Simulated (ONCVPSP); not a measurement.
## Varying the ONCV potential for helium

Base potential:

He, optimised norm-conserving Vanderbilt (ONCV), made with ONCVPSP 4.0.1 (PBE, scalar-relativistic). Core none, reference 1s2. Waves: 1s: rc 0.55 bohr, ncon 4, nbas 9, qcut 15.4 1/bohr, 2 projectors, debl 1.8 Ha; p scattering state at 0.03 Ha: rc 0.50 bohr, ncon 4, nbas 7, qcut 16.4 1/bohr, 2 projectors, debl 1.1 Ha. Local part: polynomial inside 0.40 bohr (lpopt 2, dvloc0 0 Ha). Core correction: none.

Cutoffs, loose and tight: the cutoffs (Ha) at which the residual kinetic energy of the hardest occupied pseudo-wave falls to 1 and 0.1 mHa per electron. They do not see the model core or the augmentation charge, which bear on the density cutoff. Test errors are all-electron minus pseudo excitation energies from the reference, over the configurations 1s1; 1s1.5. A dash means not determined; rows that change the core or the reference have their own tests.

A true bound ghost makes a file unfit for plane-wave use even where its test errors are small: the radial tests pick states by their node count and pass the ghost by.

| change | outcome | cutoff, loose | cutoff, tight | bound ghosts | GHOST(+) flags above zero | largest test error (meV) |
| --- | --- | --- | --- | --- | --- | --- |
| base | generated | 80 Ha | 107 Ha | none | p | +4.7 |
| s: rc 0.38; local potential polynomial inside 0.38 bohr (lpopt 2, dvloc0 0 Ha) | generated | 117 Ha | 864 Ha | none | s, p | -0.5 |
| s: rc 0.44 | generated | 98 Ha | 260 Ha | none | p | +1.4 |
| s: rc 0.5 | generated | 87 Ha | 121 Ha | none | p | +3.0 |
| s: rc 0.54 | generated | 82 Ha | 109 Ha | none | p | +4.3 |
| s: rc 0.7 | generated | 68 Ha | 88 Ha | none | p | +11 |
| s: rc 0.76 | generated | 63 Ha | 83 Ha | none | p | +14 |

Q: What comes out with this change to the base: s: rc 0.6?

A: outcome: generated; cutoff, loose: 75 Ha; cutoff, tight: 99 Ha; bound ghosts: none; GHOST(+) flags above zero: p; largest test error (meV): +6.6.

Q: What comes out with this change to the base: s: rc 0.8?

A: outcome: generated; cutoff, loose: 60 Ha; cutoff, tight: 79 Ha; bound ghosts: s; GHOST(+) flags above zero: p; largest test error (meV): +17.

Q: What comes out with this change to the base: s: rc 0.64?

A: outcome: generated; cutoff, loose: 72 Ha; cutoff, tight: 94 Ha; bound ghosts: none; GHOST(+) flags above zero: p; largest test error (meV): +8.2.

Reading the sweep of the s radius (base included, trends over the rows without a ghost): The loose cutoff falls from 117 Ha at 0.38 to 63 Ha at 0.76 bohr. A larger radius leaves more room for a smooth pseudo-wave, so fewer plane waves are needed; a smaller one forces it to follow the all-electron wave where it bends sharply. The median size of the test errors (rows with all tests solved) rises from 0.3 meV at 0.38 to 8.2 meV at 0.76 bohr. More of the atom is replaced by a form fitted at one configuration, so other configurations suffer as the radius grows. Bound ghosts are found at 0.8 bohr.
